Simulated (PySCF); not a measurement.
# Magnetisability: `O(C)C[SiH2]S`, C$_{2}$H$_{8}$OSSi

Cartesian coordinates in Å; atom numbers follow the order of the lines, from 1:
```xyz
13

C    -1.4922    1.1683    0.3129
O    -0.1966    0.7145    0.5689
C     0.1736   -0.4027   -0.1950
Si    1.9647   -0.8198    0.2654
S     3.0853    0.9911    0.0272
H    -2.2489    0.3899    0.5311
H    -1.6158    1.4803   -0.7427
H    -1.6816    2.0347    0.9617
H     0.1099   -0.1905   -1.2827
H    -0.4921   -1.2695    0.0029
H     2.0124   -1.3477    1.6615
H     2.5204   -1.8450   -0.6655
H     2.0314    1.7023    0.4948
```

Computed with GIAO B3LYP/pcSseg-1 magnetisability, rotational g tensor and spin-rotation constants, non-relativistic, gas phase in PySCF. Geometry: PBE0-D3(BJ)/def2-SVP.

Problem. How diamagnetic is it, and how anisotropic?

Solution. Isotropic -1178 × 10⁻³⁰ J/T², or -71.0 × 10⁻⁶ cm³/mol; principal values -1218, -1167, -1150 × 10⁻³⁰ J/T², anisotropy 62 × 10⁻³⁰ J/T² (root of half the summed squared differences of the principal values). The susceptibility is in cgs units.

Problem. Split it along the inertial axes a, b, c into diamagnetic and paramagnetic parts about the centre of mass, with the quadrupole moment.

Solution. 
| axis | χ (10⁻⁶ cm³/mol) | diamagnetic (10⁻⁶ cm³/mol) | paramagnetic (10⁻⁶ cm³/mol) | summed x² of all electrons (Å²) | quadrupole Θ (D Å) |
| --- | --- | --- | --- | --- | --- |
| a | -71.6 | -330.3 | 258.7 | 177.6 | +1.22 |
| b | -71.9 | -835.7 | 763.9 | 58.4 | +1.95 |
| c | -69.4 | -1001.3 | 931.9 | 19.4 | -3.17 |

Anisotropies 2χaa − χbb − χcc = -2.0 and 2χbb − χaa − χcc = -2.7 × 10⁻⁶ cm³/mol. Θ is traceless in Buckingham's convention.

Problem. And the rotational g tensor?

Solution. 
| axis | rotational constant (GHz) | g | nuclear part | electronic part |
| --- | --- | --- | --- | --- |
| a | 5.3677 | -0.0320 | 0.6204 | -0.6524 |
| b | 1.6308 | -0.0099 | 0.5754 | -0.5852 |
| c | 1.3252 | -0.0077 | 0.5725 | -0.5802 |

Asymmetric top; isotopes 12C, 1H, 16O, 32S, 28Si; no vibrational averaging.
